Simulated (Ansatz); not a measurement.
Cartesian coordinates in Å:
```
O 1.8432 0.5459 0.0617
Si 0.6599 -0.5870 -0.0517
O 0.3177 -1.3420 1.3669
Si -1.3423 0.4946 -0.6305
Cl -1.2067 2.3586 0.2781
H 1.6003 1.3801 0.4718
H 1.1738 -1.5538 -1.0541
H 1.0056 -1.8675 1.7801
H -2.5765 -0.1599 -0.1314
H -1.4751 0.7310 -2.0909
```

Total charge 0; spin multiplicity 1.

List the PBE0/def2-TZVPP orbital energies in eV (Ansatz 0.2.0). (Estimate.)

Ansatz gave: Occupied: -2767.42, -1803.56, -1803.45, -522.98, -522.93, -259.27, -197.55, -197.42, -197.41, -145.73, -145.73, -100.44, -100.42, -100.40, -100.38, -100.35, -100.34, -28.64, -28.14, -23.12, -16.55, -15.12, -14.81, -12.09, -11.57, -11.23, -10.92, -10.71, -9.80, -9.58, -9.46, -8.98, -7.97. Lowest empty: -0.78, -0.05, 0.96, 1.10, 1.52, 1.81, 2.45, 2.84.
